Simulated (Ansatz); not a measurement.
Born–Oppenheimer molecular dynamics of F$_{4}$H$_{3}$NTi (9 atoms, charge 0, multiplicity 1). It starts at the highest image of a converged band, a first-order saddle point between two minima.

These are results of RKS BHLYP/def2-SVP (Ansatz 0.2.0), not measurements.

- ensemble: NVE (velocity Verlet)
- time step: 0.5 fs
- steps asked: 200
- starting velocities drawn for: 300 K
- seed: 6235

First frame:

```xyz
9
Properties=species:S:1:pos:R:3
Ti -0.189 -0.019 0.150
N -0.173 -0.021 2.139
H 0.143 -0.878 2.578
H 0.318 0.750 2.578
F 1.510 -0.205 -0.091
F -0.455 1.504 -0.608
F -0.777 -1.449 -0.609
F -2.186 0.199 1.008
H -1.558 0.129 1.831
```

Problem. How far do the bonds stretch over the last three quarters of this one trajectory? (Pairs bonded in most of those frames.)

Solution. 
```
  bond  mean (Å)  spread (Å)  shortest  longest
Ti1–N2     1.917       0.035      1.86     1.97
Ti1–F5     1.728       0.011      1.71     1.75
Ti1–F6     1.727       0.005      1.72     1.74
Ti1–F7     1.725       0.005      1.72     1.73
Ti1–F8     2.435       0.181      2.16     2.74
 N2–H3     1.016       0.019      0.98     1.05
 N2–H4     1.015       0.023      0.98     1.05
 F8–H9     0.954       0.026      0.90     1.00
```

Mean temperature of the second half: 212 K. The conserved energy stayed within 0.18 meV per atom of its start (net change 0.15 meV per atom), so the integration is sound. A run of 0.1 ps of so small a system gives no equilibrium averages. The orbitals stay closed-shell, which can raise the energy where a bond breaks towards radicals; this wasn't checked here.

Run time: 4.1 min on 4 threads of Intel(R) Xeon(R) Platinum 8559C (Emerald Rapids), on a shared host, peak memory 0.34 GiB.
